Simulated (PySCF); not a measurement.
**Electron correlation in Ba⁺ (barium, charge +1)**

[Xe] 6s1, 2S determinant. Calculation: PySCF 2.14, in ANO-RCC-VTZP (8s7p4d2f1g, 72 functions); scalar relativity by spin-free X2C-1e. Frozen: [Kr] 4d10; 9 electrons correlated.

MP2 pair energies summed by pair of shells (mhartree):

```csv
pair,energy,share (%)
5p-5p,-116.22,68.2
5s-5p,-31.58,18.5
5p-6s,-16.61,9.7
5s-5s,-5.33,3.1
5s-6s,-0.65,0.4
```

Total MP2 correlation energy: -170.39 mhartree.

Same-spin part -44.56 and opposite-spin part -125.83 mhartree; SCS-MP2 scales them by 1/3 and 6/5 to -165.85 mhartree.
